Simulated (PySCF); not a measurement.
Task: Give a PBE0-D3(BJ)/def2-SVP geometry of `C[Si](C)(CC)CC` (SiEt2Me2).

Result: 
```xyz
23
C6H16Si angstrom
Si    -0.3976   -0.1815   -0.0077
C     -0.3564   -0.1183    1.8830
C      0.3916    1.0689    2.4828
H      0.0861   -1.0670    2.2371
H     -1.4012   -0.1314    2.2426
H      0.3841    1.0497    3.5845
H      1.4473    1.0865    2.1678
H     -0.0529    2.0281    2.1723
C      1.3757   -0.2730   -0.6637
C      1.5022   -0.3743   -2.1814
H      1.8662   -1.1381   -0.1816
H      1.9200    0.6155   -0.2970
H      2.5537   -0.4158   -2.5079
H      1.0056   -1.2774   -2.5711
H      1.0407    0.4899   -2.6861
C     -1.2351    1.3658   -0.6864
H     -2.2554    1.4766   -0.2859
H     -1.3097    1.3284   -1.7848
H     -0.6679    2.2722   -0.4208
C     -1.3581   -1.7112   -0.5453
H     -0.8709   -2.6302   -0.1819
H     -1.4258   -1.7788   -1.6426
H     -2.3851   -1.6949   -0.1478
```

Any rigid rotation of these coordinates is as good. Atoms count from 1 in this order. Si1 (silicon bonded to 4 C) is tetrahedral (angles from 108.9° to 110.0°).

Bonds between heavy atoms (Å): Si1–C2 1.892, Si1–C9 1.893, Si1–C16 1.886, Si1–C20 1.885, C2–C3 1.526, C9–C10 1.526.

Method used: PBE0-D3(BJ)/def2-SVP geometry optimisation, gas phase (PySCF 2.14.0).

Point group: C1 (no symmetry element, even within 0.4 Å). Whether it is a minimum is left open (no frequencies). One conformer, not necessarily the lowest (C9–Si1–C2–C3 60°, C2–Si1–C9–C10 178°).

Time: 97 s wall, 4.1 min CPU; peak memory 0.87 GiB. Hardware: Intel Xeon Platinum 8488C, 2 threads (shared host). These figures are those of the optimisation.
